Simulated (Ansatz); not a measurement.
Basis-set extrapolation for `NB1B[SiH2]1` (PBE0-D4/def2-TZVP geometry, frozen core, the Gaussian-basis code of Ansatz). Multiplicity 1, RHF reference.

```json
{"": "HF", "def2-TZVPP": "-395.656227", "def2-QZVPP": "-395.669673"}
{"": "MP2 correlation", "def2-TZVPP": "-0.536123", "def2-QZVPP": "-0.571695"}
{"": "CCSD(T) correlation", "def2-TZVPP": "-0.602815", "def2-QZVPP": "not run"}
```

Energies in hartree. Use E(X) = E(∞) + A·exp(−7.88·√X) for Hartree–Fock and E(X) = E(∞) + B·X^(−2.97) for correlation, with X = 3 and 4, and add CCSD(T) minus MP2 of the smaller set to the MP2 limit.

Task: What is the CCSD(T) energy at the basis-set limit?

Result: HF limit: -395.669673 + (-0.013446) × 0.13774 = -395.67153. MP2 limit: -0.571695 + (-0.035572) × 0.74074 = -0.59804. Higher-order term: -0.602815 − (-0.536123) = -0.06669. Total: -396.33626 hartree, 202.7 kJ/mol below CCSD(T)/def2-TZVPP.
